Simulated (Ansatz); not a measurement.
`[CH3][SnH2][SiH3]` + `F[Si](F)(F)[SiH2]Cl` → `[SiH3][SnH2][Cl]` + `C[SiH2][Si](F)(F)F` at 500 K and 1 bar (redistribution).

Program: Ansatz. Geometries: PBE0-D4/def2-TZVP. ΔE: electronic, gas phase. CCSD(T)/CBS adds triple-zeta CCSD(T) − MP2 to the extrapolated MP2 energy (def2 sets, frozen cores). Elements past krypton have def2 core potentials. For Sn outer-core shells are correlated without core-valence functions, which leaves a few kJ/mol of doubt a bond. Each species was taken in one conformer, which may not be the lowest.

```tsv
species	CCSD(T)/CBS energy (Eh)	H − E (kJ/mol)	S (J/(mol·K))
`[CH3][SnH2][SiH3]`	-545.95552	243.6	429.7
`F[Si](F)(F)[SiH2]Cl`	-1338.77337	125.3	451.4
`[SiH3][SnH2][Cl]`	-965.91856	146.3	410.8
`C[SiH2][Si](F)(F)F`	-918.81998	223.1	466.6
```

H − E and S are ideal-gas, rigid-rotor, harmonic terms from PBE0-D4/def2-TZVP, for one conformer and one mirror image of each species. 1 Eh = 2625.50 kJ/mol, R = 8.31446 J/(mol·K).

By hand: ΔE, ΔH, ΔS and ΔG.

ΔE = (-965.91856) + (-918.81998) − (-545.95552) − (-1338.77337) = -0.00965 Eh = -25.3 kJ/mol. Δ(H − E) = 146.3 + 223.1 − 243.6 − 125.3 = 0.5, so ΔH = -24.8 kJ/mol. ΔS = 410.8 + 466.6 − 429.7 − 451.4 = -3.7 J/(mol·K). ΔG = -24.8 − 500 × (-3.7)/1000 = -22.9 kJ/mol.

By hand: the equilibrium constant, and the temperature at which ΔG would vanish if ΔH and ΔS stayed fixed.

log₁₀ K = −ΔG/(RT ln 10) = 2.4. ΔG = 0 at ΔH/ΔS = 6703 K, far beyond where these terms or the molecules hold.

The number of gas molecules stays the same, so ΔS is small and ΔH decides. A doubt of 5 kJ/mol in ΔE shifts log₁₀ K by 0.5 here. Other conformers and mirror images would add mixing entropy, several J/(mol·K) or more a flexible species. Modes under 60 cm⁻¹, often nearly free rotors, make the harmonic entropy too high. These are equilibria of isolated gas molecules and say nothing of rates. Largest T1 diagnostic: 0.012 (customary marks: 0.02 for closed shells, 0.045 for open ones).
